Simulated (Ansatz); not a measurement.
Correlation energies of `Cl[CH]1C[O][Zn]1` by basis set

```tsv
atom	x (Å)	y (Å)	z (Å)
Cl1	-2.1924	-0.4719	0.3488
C2	-0.7264	0.3825	-0.0653
C3	0.6097	-0.3214	0.2964
O4	1.5531	-0.1771	-0.7296
Zn5	0.1830	0.3998	-1.8906
H6	-0.8081	1.4010	0.3110
H7	0.3898	-1.3738	0.5182
H8	0.9913	0.1609	1.2110
```

The species carries charge 0 and has multiplicity 1. For Zn the d shell is correlated and the shells below it are frozen. Scalar relativity is left out up to krypton. Geometry: relaxed with PBE0-D4/def2-TZVP. Frozen core, restricted reference, the Gaussian-basis code of Ansatz.

```csv
basis,HF (Eh),MP2 corr.
def2-SVP,-2389.04363,-0.90182
def2-TZVPP,-2389.63022,-1.27443
def2-QZVPP,-2389.69247,-1.36965
```

**Question.** Estimate the CCSD correlation energy and the (T) correction in each basis where they were run (hartree).

**Answer.** 
```tsv
basis	CCSD corr.	(T)
def2-SVP	-0.91138	-0.02973
def2-TZVPP	-1.25106	-0.05330
```
